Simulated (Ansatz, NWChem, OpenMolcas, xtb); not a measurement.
## Ligand exchange: LiCl + NaI → LiI + NaCl

Gas-phase species: LiCl, singlet; NaI (Sodium Iodide), singlet; LiI, singlet; NaCl, singlet. The partners trade Cl for I: Li–Cl and Na–I bonds give way to Li–I and Na–Cl.

Shapes, held fixed at every level: PBE0-D4/def2-TZVP; LiI at the measured bond length. Programs: Ansatz 0.2.0, NWChem 7.3.0, OpenMolcas 26.06, xtb 6.7.1. A level may come from different programs for different species; with the same settings they agree closely. Electronic energies: no zero-point or thermal term.

```tsv
level	kind	ΔE (kJ/mol)
GFN0-xTB	semi-empirical	-3.2
SVWN5/STO-3G	LDA	-36.6
B3LYP/STO-3G	global hybrid	-48.2
BHLYP/STO-3G	global hybrid	-56.2
PBE0/STO-3G	global hybrid	-49.2
B2PLYP/STO-3G	double hybrid	-56.7
CCSD/STO-3G	coupled cluster or CI	-71.7
FCI/STO-3G	full CI, core frozen	-70.6
PBE0/def2-SVP	global hybrid	+17.9
```

PBE0/def2-SVP gives ΔE = +17.9 kJ/mol; the levels span -71.7 to +17.9. They disagree on the sign: 1 of 9 are positive. The median of the levels is -49.2. No measured value is set beside it here. For atoms past krypton def2 sets carry core potentials with scalar relativity. All-electron rows are non-relativistic unless named. Outer-core shells of I, Li, Na are correlated, in sets that cover them unevenly. Sets without diffuse functions underbind ionic bonds of s-block metals. Rows in sets without polarisation functions are far from converged.
